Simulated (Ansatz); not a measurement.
Basis-set series for `C=CC[SiH2]Cl`. The species carries charge 0 and has multiplicity 1. All single points use the PBE0-D4/def2-TZVP geometry. It is one conformer, not always the lowest.

| functional | basis | functions | energy (Eh) | HOMO (eV) | LUMO (eV) |
| --- | --- | --- | --- | --- | --- |
| PBE0-D4 | def2-SVP | 113 | -867.51742 | -7.39 | -0.09 |
| PBE0-D4 | def2-TZVPP | 275 | -867.90923 | -7.43 | -0.31 |
| ωB97M-V | def2-SVP | 113 | -867.81428 | -9.57 | 2.05 |
| ωB97M-V | def2-TZVPP | 275 | -868.21310 | -9.62 | 1.71 |

Question: Give the rows for def2-QZVPP. (Estimate.)

Answer: The calculation gave: 
| functional | basis | functions | energy (Eh) | HOMO (eV) | LUMO (eV) |
| --- | --- | --- | --- | --- | --- |
| PBE0-D4 | def2-QZVPP | 521 | -867.93936 | -7.44 | -0.38 |
| ωB97M-V | def2-QZVPP | 521 | -868.24162 | -9.63 | 1.52 |

Positive LUMOs are unbound and depend on the basis.

Results of the Gaussian-basis code of Ansatz.
